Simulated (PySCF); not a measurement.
Calculation: PySCF with PBE-D3(BJ)/def2-TZVP. Isolated molecules, 0 K electronic values unless said otherwise. One relaxed conformer stands for a flexible species; it need not be the lowest. 

Reference species (SMILES): `[Ga]([Cl])([Cl])[Cl]` (neutral, multiplicity 1).

```
Quantity          Value
-------------  --------
HOMO           -8.01 eV
HOMO–LUMO gap   4.96 eV
```

Changed species: `[NH2][Ga]([NH2])[NH2]` (3 of 3 Cl replaced by NH2; the reference has 0 of 3 Cl replaced by NH2).

**Question.** Predict the effect on the HOMO and HOMO–LUMO gap.

**Answer.** the HOMO rises by 2.58 eV, to -5.43 eV; the HOMO–LUMO gap drops by 0.35 eV, to 4.61 eV.
